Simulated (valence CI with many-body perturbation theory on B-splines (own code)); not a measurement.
# E1 line list for La⁵⁰⁺

Calculated by relativistic CI+MBPT: five valence electrons over a frozen Dirac-Fock core [He], radial functions for each j: 11 s, 11 p, 10 d, 8 f, 5 g, 2 h, with the one-electron correlation potential Σ1, the two-electron term Σ2, the three-electron term Σ3, Breit, model QED; selected CI, second order for the rest, scaled by the run's own slope (own B-spline code, finite nucleus).

No measured spectrum was set against this ion. As an estimate, large intervals hold to a few tenths of a per cent, small ones and those within an open d or f shell to about a per cent. Among the levels kept, up to 7200 cm⁻¹ of a level comes from second order outside the variational space, and about a tenth of that is noise between levels of different J, which matters for small intervals.

Lines 51 to 100 of 600 in falling wavelength, among levels below 54298 × 10³ cm⁻¹, chosen from the strongest by gf and those to the six lowest levels. Wavelengths and rates use the calculated energies. Electric multipoles are in the length gauge, E1 and E2 with the static RPA response of the core. Weak lines are less certain than strong ones. Lines between different terms over intervals too small for the method are left out, as are lines whose strength nearly cancels. Where a level lies close to another of its J and parity, the split of strength between their lines is uncertain. The highest levels of a list are the least certain.

Levels are named by their leading jj configuration (3d3/2^4 stands for four electrons in 3d with j = 3/2), which in mixed levels can hold well under half, so a name can repeat and another be missing. Letters in brackets count levels of one name in rising energy.

```csv
λ vac (Å),Upper,Lower,A (s⁻¹),log gf,Branch %
90.83,(2s 2p1/2 2p3/2^2 3d5/2) J=5/2 [a],(2s 2p1/2 2p3/2^2 3p3/2) J=5/2 [a],1.10e+10,-1.09,0.0
70.78,(2s 2p1/2^2 2p3/2 3p3/2) J=3/2 [a],(2s 2p1/2^2 2p3/2 3s) J=3/2 [a],4.72e+10,-0.85,0.0
70.53,(2p1/2^2 2p3/2^2 3p3/2) J=5/2,(2p1/2^2 2p3/2^2 3s) J=3/2,4.50e+10,-0.70,0.0
70.03,(2p1/2^2 2p3/2^2 3p3/2) J=1/2,(2p1/2^2 2p3/2^2 3s) J=3/2,7.20e+10,-0.98,0.1
69.31,(2s 2p1/2 2p3/2^2 3p3/2) J=7/2 [b],(2s 2p1/2 2p3/2^2 3s) J=5/2 [b],5.81e+10,-0.48,0.1
69.27,(2s 2p1/2^2 2p3/2 3d3/2) J=7/2,(2s^2 2p1/2 2p3/2 3d3/2) J=5/2 [b],2.37e+10,-0.86,1.9
68.65,(2s 2p1/2 2p3/2^2 3p3/2) J=5/2 [a],(2s 2p1/2 2p3/2^2 3s) J=3/2 [a],4.82e+10,-0.69,0.1
68.52,(2s 2p1/2 2p3/2^2 3d3/2) J=9/2,(2s^2 2p3/2^2 3d3/2) J=7/2,2.73e+10,-0.72,2.4
68.23,(2s 2p1/2 2p3/2^2 3p3/2) J=1/2 [c],(2s 2p1/2 2p3/2^2 3s) J=1/2 [c],7.17e+10,-1.00,0.0
67.94,(2s 2p1/2 2p3/2^2 3s) J=7/2,(2s^2 2p3/2^2 3s) J=5/2,2.46e+10,-0.87,0.2
67.26,(2s 2p1/2 2p3/2^2 3p3/2) J=9/2,(2s^2 2p3/2^2 3p3/2) J=7/2,9.93e+10,-0.17,13.4
66.95,(2s 2p1/2 2p3/2^2 3d3/2) J=7/2 [b],(2s 2p1/2 2p3/2^2 3p1/2) J=5/2 [b],4.07e+10,-0.66,0.0
66.90,(2s 2p1/2 2p3/2^2 3p3/2) J=1/2 [a],(2s 2p1/2 2p3/2^2 3s) J=3/2 [a],6.14e+10,-1.08,0.1
66.83,(2s 2p1/2 2p3/2^2 3p3/2) J=5/2 [c],(2s 2p1/2 2p3/2^2 3s) J=3/2 [b],7.64e+10,-0.51,0.1
66.82,(2s 2p1/2 2p3/2^2 3p3/2) J=7/2 [b],(2s^2 2p3/2^2 3p3/2) J=7/2,2.17e+10,-0.94,0.0
66.72,(2s^2 2p3/2^2 3p3/2) J=5/2,(2s^2 2p3/2^2 3s) J=3/2,3.42e+10,-0.86,0.3
66.69,(2s 2p1/2 2p3/2^2 3d3/2) J=5/2 [b],(2s 2p1/2 2p3/2^2 3p1/2) J=5/2 [b],3.79e+10,-0.82,0.0
66.64,(2s^2 2p1/2 2p3/2 3p3/2) J=3/2 [a],(2s^2 2p1/2 2p3/2 3s) J=3/2 [b],4.05e+10,-0.97,5.5
66.64,(2s 2p1/2 2p3/2^2 3p3/2) J=3/2 [b],(2s 2p1/2 2p3/2^2 3s) J=5/2 [b],8.00e+10,-0.67,0.1
66.47,(2p1/2^2 2p3/2^2 3p3/2) J=7/2,(2p1/2^2 2p3/2^2 3s) J=5/2,1.46e+11,-0.11,0.1
66.46,(2p1/2^2 2p3/2^2 3p3/2) J=5/2,(2p1/2^2 2p3/2^2 3s) J=5/2,6.45e+10,-0.59,0.1
66.11,(2s 2p1/2 2p3/2^2 3d5/2) J=7/2 [b],(2s 2p1/2 2p3/2^2 3p1/2) J=5/2 [c],1.82e+10,-1.02,0.0
66.01,(2s^2 2p1/2 2p3/2 3p3/2) J=5/2 [a],(2s^2 2p1/2 2p3/2 3s) J=3/2 [a],4.28e+10,-0.78,0.3
65.89,(2s 2p1/2^2 2p3/2 3p3/2) J=5/2 [a],(2s 2p1/2^2 2p3/2 3s) J=3/2 [a],6.25e+10,-0.61,0.1
65.86,(2s 2p1/2 2p3/2^2 3p3/2) J=3/2 [e],(2s 2p1/2 2p3/2^2 3s) J=1/2 [c],4.44e+10,-0.94,0.1
65.62,(2s^2 2p3/2^2 3p3/2) J=1/2,(2s^2 2p3/2^2 3s) J=3/2,1.07e+11,-0.86,5.1
65.21,(2s^2 2p1/2 2p3/2 3d3/2) J=5/2 [b],(2s^2 2p1/2 2p3/2 3p1/2) J=3/2 [b],4.81e+10,-0.73,0.0
65.09,(2s 2p1/2 2p3/2^2 3d3/2) J=3/2 [b],(2s 2p1/2 2p3/2^2 3p1/2) J=5/2 [b],6.00e+10,-0.82,0.0
65.01,(2s 2p1/2 2p3/2^2 3p3/2) J=7/2 [c],(2s 2p1/2 2p3/2^2 3s) J=5/2 [c],1.32e+11,-0.17,0.1
64.85,(2s 2p1/2^2 2p3/2 3p3/2) J=7/2,(2s 2p1/2^2 2p3/2 3s) J=5/2,1.14e+11,-0.24,5.1
64.60,(2s^2 2p1/2 2p3/2 3d3/2) J=3/2 [b],(2s^2 2p1/2 2p3/2 3p1/2) J=3/2 [b],4.94e+10,-0.91,0.0
64.14,(2s^2 2p3/2^2 3p3/2) J=5/2,(2s^2 2p3/2^2 3s) J=5/2,5.66e+10,-0.68,0.5
64.11,(2s 2p1/2^2 2p3/2 3p3/2) J=5/2 [b],(2s 2p1/2^2 2p3/2 3s) J=3/2 [b],1.34e+11,-0.30,0.2
64.04,(2s 2p1/2 2p3/2^2 3p3/2) J=5/2 [d],(2s 2p1/2 2p3/2^2 3s) J=3/2 [d],3.75e+10,-0.86,0.2
63.95,(2s 2p1/2 2p3/2^2 3p3/2) J=1/2 [b],(2s 2p1/2 2p3/2^2 3s) J=1/2 [b],6.72e+10,-1.08,0.5
63.87,(2s^2 2p1/2 2p3/2 3p3/2) J=1/2 [a],(2s^2 2p1/2 2p3/2 3s) J=1/2,8.04e+10,-1.01,5.3
63.68,(2s^2 2p3/2^2 3d3/2) J=3/2 [b],(2s^2 2p3/2^2 3p1/2) J=1/2,3.47e+10,-1.07,0.0
63.61,(2s 2p1/2 2p3/2^2 3d3/2) J=5/2 [a],(2s 2p1/2 2p3/2^2 3p1/2) J=5/2 [a],4.75e+10,-0.76,0.0
63.29,(2s 2p1/2 2p3/2^2 3p3/2) J=5/2 [d],(2s 2p1/2 2p3/2^2 3s) J=5/2 [c],2.73e+10,-1.01,0.1
63.14,(2s^2 2p3/2^2 3p3/2) J=3/2 [b],(2s^2 2p3/2^2 3s) J=1/2,6.15e+10,-0.83,0.3
63.11,(2s 2p1/2 2p3/2^2 3p3/2) J=3/2 [d],(2s 2p1/2 2p3/2^2 3s) J=3/2 [b],4.99e+10,-0.92,0.1
62.97,(2s 2p1/2 2p3/2^2 3d3/2) J=5/2 [c],(2s 2p1/2 2p3/2^2 3p1/2) J=3/2 [b],3.76e+10,-0.87,0.0
62.94,(2s 2p1/2 2p3/2^2 3p3/2) J=5/2 [d],(2s 2p1/2 2p3/2^2 3s) J=3/2 [c],8.35e+10,-0.53,0.5
62.77,(2s 2p1/2 2p3/2^2 3p3/2) J=3/2 [d],(2s 2p1/2 2p3/2^2 3s) J=1/2 [b],6.19e+10,-0.84,0.1
62.68,(2s^2 2p1/2 2p3/2 3p3/2) J=7/2,(2s^2 2p1/2 2p3/2 3s) J=5/2,1.44e+11,-0.17,21.5
62.62,(2s 2p1/2^2 2p3/2 3d3/2) J=5/2 [a],(2s 2p1/2^2 2p3/2 3p1/2) J=3/2 [a],4.68e+10,-0.78,0.1
62.51,(2s 2p1/2 2p3/2^2 3d3/2) J=5/2 [e],(2s^2 2p3/2^2 3d3/2) J=3/2 [c],2.50e+10,-1.06,0.0
62.48,(2s 2p1/2 2p3/2^2 3p3/2) J=3/2 [e],(2s 2p1/2 2p3/2^2 3s) J=3/2 [d],4.00e+10,-1.03,0.1
62.41,(2s^2 2p3/2^2 3d3/2) J=5/2,(2s^2 2p3/2^2 3p1/2) J=5/2,4.46e+10,-0.81,0.0
62.38,(2s^2 2p1/2 2p3/2 3d3/2) J=3/2 [a],(2s^2 2p1/2 2p3/2 3p1/2) J=3/2 [a],4.16e+10,-1.01,0.0
```
